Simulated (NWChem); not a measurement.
System meant: C8H11Al; SMILES [CH3][Al]([CH3])[c]1ccccc1

NWChem input:

```
start job
memory heap 200 mb stack 900 mb global 1100 mb
geometry units angstroms noautoz
  Al     0.000000     0.000000     1.721287
  C     -0.000730    -1.733256     2.666680
  H     -0.878950    -2.338495     2.401882
  H     -0.001853    -1.619398     3.757194
  H      0.878161    -2.338307     2.403682
  C      0.000730     1.733256     2.666680
  H      0.878950     2.338495     2.401882
  H      0.001853     1.619398     3.757194
  H     -0.878161     2.338307     2.403682
  C      0.000000     0.000000    -0.244261
  C     -0.000018     1.201964    -0.984769
  C     -0.000027     1.208377    -2.381081
  C      0.000000     0.000000    -3.081693
  C      0.000027    -1.208377    -2.381081
  C      0.000018    -1.201964    -0.984769
  H     -0.000033     2.157345    -0.461731
  H     -0.000034     2.151361    -2.922843
  H      0.000000     0.000000    -4.169023
  H      0.000034    -2.151361    -2.922843
  H      0.000033    -2.157345    -0.461731
end
basis spherical
  Al library def2-svp
  C library def2-svp
  H library def2-svp
end
dft
  odft
  mult 2
  xc pbe0
  iterations 150
  semidirect filesize 400000000
  mulliken
end
task dft energy
```

End of the output:

```
 ==============================================================================
                                 internuclear angles
 ------------------------------------------------------------------------------
        center 1       |       center 2       |       center 3       |  degrees
 ------------------------------------------------------------------------------
    2 C                |   1 Al               |   6 C                |   122.78
    2 C                |   1 Al               |  10 C                |   118.61
    6 C                |   1 Al               |  10 C                |   118.61
    1 Al               |   2 C                |   3 H                |   111.62
    1 Al               |   2 C                |   4 H                |   112.65
    1 Al               |   2 C                |   5 H                |   111.62
    3 H                |   2 C                |   4 H                |   107.22
    3 H                |   2 C                |   5 H                |   106.15
    4 H                |   2 C                |   5 H                |   107.22
    1 Al               |   6 C                |   7 H                |   111.62
    1 Al               |   6 C                |   8 H                |   112.65
    1 Al               |   6 C                |   9 H                |   111.62
    7 H                |   6 C                |   8 H                |   107.22
    7 H                |   6 C                |   9 H                |   106.15
    8 H                |   6 C                |   9 H                |   107.22
    1 Al               |  10 C                |  11 C                |   121.64
    1 Al               |  10 C                |  15 C                |   121.64
   11 C                |  10 C                |  15 C                |   116.73
   10 C                |  11 C                |  12 C                |   121.90
   10 C                |  11 C                |  16 H                |   119.66
   12 C                |  11 C                |  16 H                |   118.44
   11 C                |  12 C                |  13 C                |   119.84
   11 C                |  12 C                |  17 H                |   120.14
   13 C                |  12 C                |  17 H                |   120.02
   12 C                |  13 C                |  14 C                |   119.79
   12 C                |  13 C                |  18 H                |   120.10
   14 C                |  13 C                |  18 H                |   120.10
   13 C                |  14 C                |  15 C                |   119.84
   13 C                |  14 C                |  19 H                |   120.02
   15 C                |  14 C                |  19 H                |   120.14
   10 C                |  15 C                |  14 C                |   121.90
   10 C                |  15 C                |  20 H                |   119.66
   14 C                |  15 C                |  20 H                |   118.44
 ------------------------------------------------------------------------------
                            number of included internuclear angles:         33
 ==============================================================================

 Summary of "ao basis" -> "" (spherical)
 ------------------------------------------------------------------------------
       Tag                 Description            Shells   Functions and Types
 ---------------- ------------------------------  ------  ---------------------
 Al                         def2-svp                 8       18   4s3p1d
 C                          def2-svp                 6       14   3s2p1d
 H                          def2-svp                 3        5   2s1p

                                 NWChem DFT Module
                                 -----------------

 Summary of "ao basis" -> "ao basis" (spherical)
 ------------------------------------------------------------------------------
       Tag                 Description            Shells   Functions and Types
 ---------------- ------------------------------  ------  ---------------------
 Al                         def2-svp                 8       18   4s3p1d
 C                          def2-svp                 6       14   3s2p1d
 H                          def2-svp                 3        5   2s1p

      Symmetry analysis of basis
      --------------------------

        a1         73
        a2         23
        b1         31
        b2         58

  number of electrons :                   72
  multiplicity        :                    2
 ------------------------------------------------------------------------
  no. of electrons and multiplicity not compatible                  72
 ------------------------------------------------------------------------
 ------------------------------------------------------------------------
  current input line :
    38: task dft energy
 ------------------------------------------------------------------------
 ------------------------------------------------------------------------
 There is an error in the input file
 ------------------------------------------------------------------------
 For more information see the NWChem manual at https://nwchemgit.github.io

0: no. of electrons and multiplicity not compatible:Received an Error in Communication
```

Task: Find the fault in this run and fix the input.

Result: The input was rejected before any calculation. Cause: the multiplicity doesn't fit the number of electrons (an even count wants an odd multiplicity, and the reverse). This input runs:
```
start job
memory heap 200 mb stack 900 mb global 1100 mb
geometry units angstroms noautoz
  Al     0.000000     0.000000     1.721287
  C     -0.000730    -1.733256     2.666680
  H     -0.878950    -2.338495     2.401882
  H     -0.001853    -1.619398     3.757194
  H      0.878161    -2.338307     2.403682
  C      0.000730     1.733256     2.666680
  H      0.878950     2.338495     2.401882
  H      0.001853     1.619398     3.757194
  H     -0.878161     2.338307     2.403682
  C      0.000000     0.000000    -0.244261
  C     -0.000018     1.201964    -0.984769
  C     -0.000027     1.208377    -2.381081
  C      0.000000     0.000000    -3.081693
  C      0.000027    -1.208377    -2.381081
  C      0.000018    -1.201964    -0.984769
  H     -0.000033     2.157345    -0.461731
  H     -0.000034     2.151361    -2.922843
  H      0.000000     0.000000    -4.169023
  H      0.000034    -2.151361    -2.922843
  H      0.000033    -2.157345    -0.461731
end
basis spherical
  * library def2-svp
end
dft
  xc pbe0
  iterations 150
  semidirect filesize 400000000
  mulliken
end
task dft energy
```
It converges to -553.12630 Ha (PBE0/def2-SVP).
